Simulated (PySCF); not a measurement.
**Unknown compound**

Molecular formula: C4H4N2O. Simulated spectra:

¹H NMR (400 MHz, computed): δ 8.20 (s, 1H), 7.24 (dd, J = 19.0, 12.7 Hz, 1H), 6.64 (d, J = 19.0 Hz, 1H), 6.06 (d, J = 12.7 Hz, 1H).

¹³C{¹H} NMR (computed): δ 171.6 (C), 157.4 (CH), 130.5 (CH2), 130.4 (CH).

All values are calculated (PySCF 2.14): B3LYP/pcJ-1 coupling constants (spin–dipole term only in couplings to heteroatoms), GFN2-xTB structure, NMR shieldings at PBE0/pcSseg-1/GIAO. Isolated molecule, relativity neglected, a single conformation.

Referencing at the same level of theory: TMS for ¹H (σref 31.72) and ¹³C (σref 186.93).

Question: What is the structure?

Answer: 
- The formula gives 4 degrees of unsaturation (1 ring in the answer).
- 4 carbon signals for 4 carbons: no two carbons are equivalent.
- Carbon types of the structure: 1 × C, 2 × CH, 1 × CH2, which accounts for all hydrogens.
- δC 171.6: substituted aromatic carbon next to the ring oxygen.
- δC 157.4: aromatic CH between two ring heteroatoms.
- δC 130.5: terminal =CH2 carbon; the olefinic region.
- δC 130.4: alkene CH; an sp2 carbon of a C=C bond.
- δH 8.20: hydrogen on an aromatic CH between two ring heteroatoms; aromatic region.
- δH 7.24: hydrogen on an alkene CH; olefinic region.
- δH 6.64, 6.06: hydrogen on a terminal =CH2 carbon; attached to an sp2 carbon and in the plane of the double bond.
- The protons at 6.64 and 7.24 share a coupling of 19.0 Hz (vicinal, trans across C=C).
- The protons at 6.06 and 7.24 share a coupling of 12.7 Hz (vicinal, cis across C=C).

Structure: SMILES C=Cc1nnco1.

The data come from this structure; uniqueness wasn't tested.

Splittings below 1 Hz are ignored in the labels, and close J values are merged. Unscaled 3J(H,H) at this level run about 10 % above measured values. Shifts are as computed. Against solution values, carbons near 30 ppm lie about +3 ppm off and those near 130 ppm about +5 ppm. Of 1211 compounds with measured shifts, 218 miss one by over three times the rms of a fit or turn the order of signals round; such compounds aren't used in these exercises.
